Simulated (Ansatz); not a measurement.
Reaction (ligand exchange at the Si–S bond): `F[SiH2][S][GeH3]` + `O[SiH](Cl)Cl` → `F[SiH2]O[SiH](Cl)Cl` + `[SH][GeH3]`

Program: Ansatz. Geometries: PBE0-D4/def2-TZVP. ΔE: electronic, gas phase. CCSD(T)/CBS is the MP2 limit (def2-TZVPP, def2-QZVPP) plus CCSD(T) − MP2 in def2-TZVPP, frozen cores. This one scheme is used for every species. DFT in def2-TZVPP. B3LYP here is the variant with VWN-RPA as its local correlation; programs differ in this. For Ge outer-core shells are correlated without core-valence functions, which leaves a few kJ/mol of doubt a bond. Scalar relativity is left out up to krypton. Each species was taken in one conformer, which may not be the lowest.

`F[SiH2][S][GeH3]`:

Cartesian coordinates in Å:
```
F 0.190 -2.051 -0.970
Si 0.920 -1.334 0.260
S 1.284 0.704 -0.139
Ge -0.832 1.418 -0.246
H 2.239 -1.974 0.456
H 0.025 -1.508 1.426
H -1.689 0.550 0.686
H -1.331 1.317 -1.693
H -0.806 2.878 0.221
```

`O[SiH](Cl)Cl`:

Z-matrix (Å, degrees):
```
Si
Cl 1 2.042
Cl 1 2.041 2 107.4
O 1 1.621 2 111.2 3 -121.9
H 1 1.467 2 109.8 3 119.4
H 4 0.959 1 119.4 2 59.9
```

`F[SiH2]O[SiH](Cl)Cl`:

```xyz
9

F     2.730    0.579   -0.189
Si    1.541   -0.382    0.244
O     0.153    0.351   -0.185
Si   -1.445    0.493   -0.302
Cl   -2.196   -1.073   -1.365
Cl   -2.272    0.475    1.559
H     1.686   -1.651   -0.496
H     1.591   -0.542    1.710
H    -1.788    1.751   -0.975
```

`[SH][GeH3]`:

Z-matrix (Å, degrees):
```
Ge
S 1 2.224
H 1 1.536 2 110.4
H 1 1.533 2 104.8 3 119.2
H 1 1.536 2 110.4 3 -121.7
H 2 1.343 1 94.6 3 60.6
```

(1) Is it downhill or uphill in electronic energy at CCSD(T)/CBS, and by how much? (An estimate is asked.)

(2) What do these levels give: PBE-D4, PBE0-D4, ωB97X-V, B2PLYP, PBE, PBE0, B3LYP, HF/def2-TZVPP, SCS-MP2/def2-TZVPP, CCSD(T)/def2-TZVPP, MP2/def2-QZVPP, SCS-MP2/def2-QZVPP? (An estimate is asked.)

Largest T1 diagnostic among the species: 0.012.

Results:

(1) Ansatz gave: Downhill: ΔE = -52.0 kJ/mol.

(2) Computed: PBE-D4 -34.7, PBE0-D4 -41.4, ωB97X-V -51.3, B2PLYP -56.2, PBE -35.4, PBE0 -41.7, B3LYP -56.7, HF/def2-TZVPP -76.8, SCS-MP2/def2-TZVPP -58.1, CCSD(T)/def2-TZVPP -55.5, MP2/def2-QZVPP -50.2, SCS-MP2/def2-QZVPP -57.0 kJ/mol.

From PBE to PBE0 (25 % exact exchange), in def2-TZVPP and without D4, ΔE moves by −6.3 kJ/mol. In def2-TZVPP, CCSD(T) changes the Hartree–Fock value by +21.3 kJ/mol (the triples alone add +4.5 kJ/mol) and MP2 by +25.5 kJ/mol.
